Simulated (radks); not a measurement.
Excited configurations of Ga+: one electron is placed in a higher orbital outside [Ar] 3d10 4s1. The ground configuration is [Ar] 3d10 4s2. Method: scalar-relativistic Kohn-Sham, PBE, spin-polarised, spherical densities, point nucleus; open shells are filled with parallel spins first; computed with a radial shooting solver on a logarithmic mesh with Libxc functionals. Excitation = E - E(ground); binding = E(ion) - E, where the ion is the core of charge +2; n* = 2/sqrt(2 binding) in atomic units, and the quantum defect is n - n*.

outer orbital  excitation (eV)  binding (eV)     n*  quantum defect  eigenvalue (eV)  <r> (bohr)
5s                      12.750         8.040  2.602           2.398           -6.391       5.337
5p                      14.547         6.244  2.952           2.048           -4.895       6.443
5d                      16.865         3.926  3.723           1.277           -3.017       9.552
6s                      16.383         4.408  3.514           2.486           -3.524       9.803
7p                      18.395         2.396  4.766           2.234           -1.944       17.70
7d                      19.003         1.788  5.517           1.483           -1.457       22.98

The Delta-SCF ionisation energy is 20.791 eV (NIST Atomic Spectra Database: 20.515 eV, measured). Self-interaction in the functional shifts the binding energies and quantum defects, so they are the method's values and not measured ones.
